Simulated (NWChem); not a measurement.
# CH₄O₃Ti; SMILES C[O][Ti](=[O])[OH]

```xyz
9

Ti     0.2753     0.4527    -0.0510
O     -1.1169     0.8683    -0.7090
O      1.3939     1.7851     0.4716
H      1.2988     2.7401     0.4176
O      0.5648    -1.2965     0.2891
C      0.1041    -2.6032     0.2462
H      0.0628    -3.0352     1.2623
H     -0.9063    -2.6774    -0.1970
H      0.7857    -3.2363    -0.3500
```
Atoms are numbered in this order, from 1.

Program: NWChem. Pople sets run with spherical d functions. Structure relaxed at the PBE0/def2-SVP level. Not confirmed as a minimum by frequencies. Vzz is the largest principal value of the second derivative of the potential at the nucleus (NWChem prints the opposite sign); η is the asymmetry. Non-relativistic.

```
level             Vzz Ti1 (a.u.)  η Ti1  Vzz O2 (a.u.)  η O2  Vzz O3 (a.u.)  η O3  Vzz O5 (a.u.)  η O5
----------------  --------------  -----  -------------  ----  -------------  ----  -------------  ----
PBE0/def2-SVP              1.718   0.12          0.386  0.29          1.233  0.31          1.370  0.42
PBE0/6-31G*                1.756   0.09          0.369  0.43          1.189  0.31          1.338  0.42
CAM-B3LYP/6-31G*           1.772   0.10          0.394  0.47          1.194  0.34          1.317  0.44
```
